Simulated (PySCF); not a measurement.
Computed shifts of a molecule ClF2H3Si2, PBE/pcSseg-1 (PySCF), GIAO, gas phase, atoms alike by connectivity averaged where their shifts nearly agree, in ppm (number of nuclei): ²⁹Si: 7.9 (1), -32.8 (1). ¹⁹F: -171.3 (1), -180.9 (1). ¹H: 6.07 (1), 5.55 (1), 5.42 (1). References: ²⁹Si against TMS (σ = 335.4 ppm); ¹⁹F against CFCl3 (σ = 133.6 ppm); ³⁵Cl against HCl (σ = 936.5 ppm); ¹H against TMS (σ = 31.49 ppm), references at their B3LYP-D3(BJ)/def2-TZVP geometries, non-relativistic (without spin–orbit terms, shifts of atoms bonded to Cl or Br come out too high). Coordinates come from a PBE0-D3(BJ)/def2-SVP optimisation. The values are those of a single conformer.

Pick the molecule that these values belong to.
(A) F[SiH](F)[SiH2]Cl
(B) F[SiH2][Si@H](F)Cl
(C) F[Si](F)([SiH3])Cl

A, F[SiH](F)[SiH2]Cl
